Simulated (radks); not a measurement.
Neutral cobalt inside a hard spherical wall (all orbitals vanish at R), configuration held at [Ar] 3d7 4s2 and not refilled when levels cross. Calculated with a radial shooting solver on a logarithmic mesh with Libxc functionals: scalar-relativistic Kohn-Sham, PBEsol, spin-polarised, spherical densities, point nucleus; open shells are filled with parallel spins first. Eigenvalues in eV for spin up, with the zero of energy where the potential of the charges vanishes at infinity; a dash marks a level that is unbound or too diffuse for the functional's potential to be trusted. A positive occupied level is held by the wall or, in an anion where self-interaction has pushed it up, behind a barrier. The pressure on the wall is -dE/dV.

R (bohr),E (hartree),kinetic (hartree),e(3s),e(3p),e(3d),e(4s),"e(4p, empty)","e(5s, empty)",pressure (GPa)
free,-1391.98098,1409.801,-103.48,-66.829,-9.431,-5.745,-1.332,-,0
20,-1391.98098,1409.801,-103.48,-66.829,-9.431,-5.745,-1.332,-,< 0.0001
10,-1391.98077,1409.804,-103.46,-66.807,-9.410,-5.727,-1.238,1.616,0.00624
7,-1391.97298,1409.859,-103.10,-66.447,-9.057,-5.404,-0.510,6.093,0.453
5,-1391.89387,1410.243,-101.34,-64.691,-7.370,-3.496,2.582,19.056,9.98
4,-1391.67243,1411.115,-98.408,-61.795,-4.597,0.421,8.063,38.562,59.6
2.5,-1389.06850,1419.771,-81.872,-45.576,12.090,33.658,48.084,155.34,1930
2,-1384.30503,1434.904,-64.281,-27.806,32.013,83.352,102.36,291.80,9590
